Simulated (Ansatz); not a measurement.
`C[CH](O)[GeH3]`. The species carries charge 0 and has multiplicity 1. Correlated methods include outer-core shells of Ge, which these sets cover unevenly. Scalar relativity is left out up to krypton.

```xyz
12

C     1.043   -0.731   -0.577
C    -0.266   -0.476    0.142
O    -1.389   -0.729   -0.688
Ge   -0.448    1.402    0.732
H     1.898   -0.532    0.075
H     1.112   -1.777   -0.897
H     1.131   -0.101   -1.466
H    -0.312   -1.103    1.045
H    -1.321   -1.628   -1.025
H    -0.344    2.329   -0.490
H     0.692    1.734    1.714
H    -1.797    1.613    1.435
```

Give the diagnostics of a CCSD(T)/def2-TZVPP run (frozen core, the Gaussian-basis code of Ansatz). (Estimate.)

Computed: T1 = 0.0108, largest single amplitude 0.011, largest double 0.023, (T) share of the correlation energy 3.5 %, 9 CCSD cycles. The RHF solution is stable towards an unrestricted one. T1 lies under the customary mark of 0.02 for closed shells.
